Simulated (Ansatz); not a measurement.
Program: Ansatz. Geometries: PBE0-D4/def2-TZVP. ΔE: electronic, gas phase. CCSD(T)/CBS adds triple-zeta CCSD(T) − MP2 to the extrapolated MP2 energy (def2 sets, frozen cores). This one scheme is used for every species. One conformer a species, not always the lowest.

Consider the ligand exchange at a B–N bond: `BN(B)CC=C` + `C[O][AlH][NH2]` → `B[NH][AlH][O]C` + `BNCC=C`.

```csv
species,CCSD(T)/CBS(def2) energy (Eh)
`BN(B)CC=C`,-223.88296
`C[O][AlH][NH2]`,-413.63070
`B[NH][AlH][O]C`,-439.04977
`BNCC=C`,-198.47355
```

(1) Work out ΔE.

Largest T1 diagnostic among the species: 0.013.

Results:

(1) ΔE = (-439.04977) + (-198.47355) − (-223.88296) − (-413.63070) = -0.00966 Eh = -25.4 kJ/mol.

From PBE to PBE0 (25 % exact exchange), in def2-TZVPP and without D4, ΔE moves by +5.3 kJ/mol. In def2-TZVPP, CCSD(T) changes the Hartree–Fock value by −15.4 kJ/mol (the triples alone add −2.8 kJ/mol) and MP2 by −11.2 kJ/mol.
